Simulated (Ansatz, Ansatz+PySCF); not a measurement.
```xyz
2

N     0.0000    0.0000   -0.1413
H     0.0000    0.0000    0.9892
```

Basis set: def2-SVP (spherical functions). Left uncorrelated: 1 orbital. Charge 0, multiplicity 3.

Computed with Ansatz (development build ahead of 0.2.0); each method stands on the lowest determinant of its kind that the runs found.

The atomization energy at this shape (free ground-state atoms in the same class of orbitals less the molecule, no zero-point energy) of triplet NH:

```
     method  atomization energy
UHF-CCSD(T)        298.4 kJ/mol
    UHF-MP2        282.3 kJ/mol
        UHF        189.2 kJ/mol
```

Problem. What does ROHF give?

Solution. 178.5 kJ/mol.
